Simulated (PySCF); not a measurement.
**Assignment exercise: C$_{6}$H$_{13}$OP**

Structure with atom numbers: `[CH3:1][CH:2]([CH3:3])[P:4]1(=[O:5])[CH2:6][CH2:7][CH2:8]1`. Each H is labelled by its parent atom.

PySCF 2.14 calculation with geometry from GFN2-xTB and GIAO PBE0/pcSseg-1 shieldings; no solvent model, one computed conformer, non-relativistic, fast rotation and ring inversion assumed for equivalent nuclei.

Chemical shifts δ = σref − σ; ¹³C (σ = 186.93 ppm), ¹H (σ = 31.72 ppm) vs TMS, all at this level.

**Question.** Assign these signals to the numbered atoms. ¹³C{¹H} NMR (computed): δ 38.9 (CH2), 32.7 (CH), 15.4 (CH3), 10.2 (CH2).

**Answer.** 
```tsv
δ (ppm)	atoms	environment	reason
38.9	C6/C8	sp3 CH2 bonded to P	–
32.7	C2	sp3 CH bonded to P	–
15.4	C1/C3	methyl carbon	a saturated carbon with 1 carbon neighbour and no heteroatom attached
10.2	C7	sp3 CH2 in a ring	a saturated carbon with 2 carbon neighbours and no heteroatom attached
```

**Question.** Assign these signals to the numbered atoms. ¹H NMR (600 MHz, computed): δ 2.53 (m, 2H), 2.34 (m, 2H), 1.88 (m, 1H), 1.34 (m, 1H), 1.23 (m, 6H), 1.20 (m, 1H).

**Answer.** 
| δ (ppm) | atoms | environment | reason |
| --- | --- | --- | --- |
| 2.53 | Hb(C6)/Hb(C8) | hydrogen on an sp3 CH2 bonded to P | – |
| 2.34 | Ha(C6)/Ha(C8) | hydrogen on an sp3 CH2 bonded to P | – |
| 1.88 | Hb(C7) | hydrogen on an sp3 CH2 in a ring | – |
| 1.34 | H(C2) | hydrogen on an sp3 CH bonded to P | – |
| 1.23 | H(C1)/H(C3) | hydrogen on a methyl carbon | – |
| 1.20 | Ha(C7) | hydrogen on an sp3 CH2 in a ring | – |

H(C2) and H(C1)/H(C3); H(C1)/H(C3) and Ha(C7) lie closer than the usual error of such a calculation, so a measured spectrum could show them in the other order.

Splittings by ³¹P in the carbon and heteronuclear signals aren't shown, as no couplings were computed. Shifts are as computed. Against solution values, carbons near 30 ppm lie about +3 ppm off and those near 130 ppm about +5 ppm. Of 1211 compounds with measured shifts, 218 miss one by over three times the rms of a fit or turn the order of signals round; such compounds aren't used in these exercises. No couplings were computed; multiplicities are counted from neighbouring protons, with m where these are inequivalent, close in shift, in a saturated or five-membered ring or joined by F or P, and br s for small geminal =CH2 splittings.
